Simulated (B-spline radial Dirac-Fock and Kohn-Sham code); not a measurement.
**Binding energies of Xe⁶⁺ at several levels of theory**

System: Xe⁶⁺, [Kr] 4d10 5s1 5p1 (an excited configuration).

The density-functional columns are spherical, spin-unpolarised Dirac-Kohn-Sham results without Breit or QED terms: −ε is minus the orbital energy of the initial state and ΔSCF the difference of two total energies. The reference in the last column comes from relaxed Dirac-Fock hole states (ΔSCF) with Breit and QED corrections and a finite nucleus. All numbers are from an atomic code on a B-spline grid, in eV; a selection of levels is shown. The Kohn-Sham columns are given as differences from the reference. For the 1s level of heavy atoms much of the gap between ΔSCF and the reference is the Breit and QED part, -123.4 eV here; for other levels the error of the functional can be larger.

```
level  LDA −ε − DF  LDA ΔSCF − DF  Dirac-Fock
   1s       -260.7         +112.8     34647.4
   2s       -124.1          -54.0      5541.5
2p1/2        -93.0           -6.3      5190.4
2p3/2        -96.8          -15.9      4869.9
   3s        -63.0          -37.1      1233.0
3p1/2        -50.6          -23.8      1087.2
3p3/2        -50.0          -24.1      1025.0
3d3/2        -31.8           -3.2       771.1
3d5/2        -32.1           -3.9       758.4
4p1/2        -22.1           -9.3       248.7
4p3/2        -22.1           -9.6       236.2
4d3/2        -10.6           +1.1       147.5
4d5/2        -10.6           +0.9       145.5
   5s         -4.4           +2.3       91.93
   5p         -4.1           +2.0       76.24
```

Values without a named source are computed, but for edge energies of neutral atoms, which are taken from tables.
